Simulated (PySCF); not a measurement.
**Re: excitation energy**

Re [Xe] 4f14 5d5 6s2 (6S) → Re [Xe] 4f14 5d4 6s2 6p1 (high-spin determinant), as a difference of total energies. All numbers are calculated (PySCF 2.14, a scalar-relativistic core potential, in aug-cc-pwCVTZ-PP with ECP60MDF). Correlated levels: valence: 5s2 5p6 frozen; valence and next inner shell: nothing frozen outside the core potential. The calculations carry no spin-orbit coupling.

```json
{"method": "UHF", "excitation energy (eV)": "5.159"}
{"method": "LDA", "excitation energy (eV)": "5.712"}
{"method": "PBE", "excitation energy (eV)": "5.634"}
{"method": "PBE0", "excitation energy (eV)": "5.564"}
{"method": "r2SCAN", "excitation energy (eV)": "5.795"}
{"method": "BLYP", "excitation energy (eV)": "5.526"}
{"method": "B2PLYP", "excitation energy (eV)": "5.476"}
{"method": "MP2 (valence)", "excitation energy (eV)": "5.536"}
{"method": "SCS-MP2 (valence)", "excitation energy (eV)": "5.160"}
{"method": "MP2 (valence and next inner shell)", "excitation energy (eV)": "5.618"}
{"method": "SCS-MP2 (valence and next inner shell)", "excitation energy (eV)": "5.330"}
```

Q: How much does correlation contribute at MP2 (valence and next inner shell)?

A: 5.618 − (5.159) = 0.459 eV, measured against UHF.

The determinant of the upper state mixes LS terms, which raises its energy above the lowest term, most at the Hartree-Fock and MP2 levels.
